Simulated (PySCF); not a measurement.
Sn: excitation energy

Sn [Kr] 4d10 5s2 5p2 (3P) → Sn [Kr] 4d10 5s1 5p3 (5S), as a difference of total energies. All numbers are calculated (PySCF 2.14, scalar relativity through the core potential, in aug-cc-pwCVTZ-PP with ECP28MDF (8s7p6d4f1g, 96 functions)). Correlated levels: valence: 4s2 4p6 4d10 frozen; valence and next inner shell: nothing frozen outside the core potential. The calculations carry no spin-orbit coupling.

| method | excitation energy (eV) |
| --- | --- |
| UHF | 2.966 |
| LDA | 5.443 |
| PBE | 5.193 |
| PBE0 | 4.778 |
| r2SCAN | 4.569 |
| B3LYP | 5.294 |
| wB97X | 5.608 |
| BHandHLYP | 4.894 |
| SCS-MP2 (valence) | 4.109 |
| MP2 (valence and next inner shell) | 4.632 |
| SCS-MP2 (valence and next inner shell) | 4.842 |

**Question.** Estimate what MP2 (valence) gives.

**Answer.** 3.755 eV, closest to SCS-MP2 (valence) among the rows shown.

**Question.** Estimate what TPSS gives.

**Answer.** 4.985 eV, closest to BHandHLYP among the rows shown.

Errors of the correlated levels include the incompleteness of this basis and the frozen core.

For comparison: 4.607 eV (measured; NIST levels, between the centres of gravity of the two terms).
